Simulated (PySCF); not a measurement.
Bonds (- single, = double, # triple, : aromatic): C1=C2 1.343 Å, C2-C3 1.418 Å, C3#C4 1.224 Å, C4-B5 1.505 Å, B5-Cl6 1.752 Å, B5-Cl7 1.752 Å. C1 carries H8, H9; C2 carries H10. H8 is cis to C3; H9 is trans to C3.

Geometry: PBE0-D3(BJ)/def2-SVP; GIAO shifts from PySCF, gas phase, non-relativistic, averaged over equivalent atoms.

At PBE0/def2-SVP (121 basis functions, 9 s wall time on 1 thread of an Arm Neoverse V2, shared host):
```json
{"atoms": "C1", "δ (ppm)": "140.7"}
{"atoms": "C2", "δ (ppm)": "117.1"}
{"atoms": "C3", "δ (ppm)": "110.8"}
{"atoms": "C4", "δ (ppm)": "95.4"}
{"atoms": "B5", "δ (ppm)": "43.2"}
{"atoms": "Cl6/Cl7", "δ (ppm)": "254.4"}
{"atoms": "H8", "δ (ppm)": "6.29"}
{"atoms": "H9", "δ (ppm)": "6.10"}
{"atoms": "H10", "δ (ppm)": "6.02"}
```

δ = σ(ref) − σ, references computed at the same level: TMS for 13C (σref 193.72) and 1H (σref 31.34); BF3·OEt2 for 11B (σref 110.67); 35Cl (σref 968.34) vs HCl.

Question: What do these become at PBE0/6-311+G(2d,p)?

Answer: 
```tsv
atoms	δ at PBE0/6-311+G(2d,p)	change
C1	146.1	+5.4
C2	123.0	+5.9
C3	117.7	+6.9
C4	101.7	+6.3
B5	41.6	-1.6
Cl6/Cl7	280.8	+26.4
H8	6.50	+0.21
H9	6.29	+0.19
H10	6.35	+0.33
```

References, each an isolated molecule treated in the same way: 13C (σ = 186.44 ppm) and 1H (σ = 31.51 ppm) against TMS; BF3·OEt2 for 11B (σ = 102.42 ppm); 35Cl (σ = 948.03 ppm) vs HCl.

The largest change is at Cl6/Cl7 (chlorine bonded to B). Cost: 223 basis functions, 23 s wall time on 1 thread of an Arm Neoverse V2, shared host. The order of the carbon signals is the same at both levels.

A carbon bonded to boron is broadened by the quadrupolar boron nucleus and is often missing from a measured spectrum.
